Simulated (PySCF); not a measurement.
A structure optimised at PBE-D3(BJ)/def2-TZVP, used in a PySCF frequency run:

```xyz
4

F      0.0000     0.0000    -2.4072
Be     0.0000     0.0000    -1.0250
Be     0.0000     0.0000     1.0250
F      0.0000     0.0000     2.4072
```

**Question.** Write its SMILES, formula and point group.

**Answer.** [F][Be][Be][F], Be2F2, D∞h

**Question.** What are its rotational constants (standard atomic weights)?

**Answer.** 2.1136 GHz (linear rotor, B only)
